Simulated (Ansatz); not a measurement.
System: sum formula Si₂H₃Cl₂, net charge -1, singlet state. It need not be the lowest isomer of its formula. Whether it binds its extra electron was not tested at this geometry. SMILES: Cl[SiH-][SiH2]Cl
Coordinates optimised at B3LYP-D3(BJ)/def2-TZVP (Ansatz, a first-principles code):
```
Si
H 1 1.4960
H 1 1.4960 2 103.48
Cl 1 2.1584 2 101.97 3 -105.47
Si 1 2.3763 2 120.15 3 128.86
H 5 1.5315 1 90.14 2 41.46
Cl 5 2.2680 6 95.32 1 88.31
```
Charge -1, spin multiplicity 1.

Parts of the frozen-core correlation energy in 6-31G* (Ansatz, hartree). Frozen orbitals: 20; correlated occupied orbitals by spin: 13 and 13; virtual: 49 and 49. No spin-orbit coupling. No relativistic terms.

```
term                             value
-------------------------  -----------
reference (HF)             -1498.65305
MP2 opposite-spin                  [?]
MP2 same-spin                      [?]
CCSD correlation                   [?]
(T)                           -0.01250
T1 diagnostic                    0.012
largest doubles amplitude        0.055
```

Problem. Complete the blanks.

Solution. 
- MP2 opposite-spin, value: -0.31449
- MP2 same-spin, value: -0.09849
- CCSD correlation, value: -0.46881
